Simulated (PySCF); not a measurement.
## Ionisation energy of Be+ by level of theory

Be+ [He] 2s1 (2S) → Be(2+) 1s2 (1S), as a difference of total energies. All numbers are calculated (PySCF 2.14, the spin-free X2C one-electron Hamiltonian (Gaussian nucleus), in aug-cc-pVQZ-DK (6s5p4d3f2g, 80 functions)). The calculations carry no spin-orbit coupling.

```json
{"method": "UHF", "ionisation energy (eV)": "18.129"}
{"method": "LDA", "ionisation energy (eV)": "18.251"}
{"method": "PBE", "ionisation energy (eV)": "18.492"}
{"method": "PBE0", "ionisation energy (eV)": "18.455"}
{"method": "r2SCAN", "ionisation energy (eV)": "18.184"}
{"method": "M06", "ionisation energy (eV)": "18.022"}
{"method": "BP86", "ionisation energy (eV)": "18.384"}
{"method": "BLYP", "ionisation energy (eV)": "18.541"}
{"method": "HSE06", "ionisation energy (eV)": "18.448"}
```

For comparison: 18.211 eV (measured; NIST Atomic Spectra Database, ionization energies).
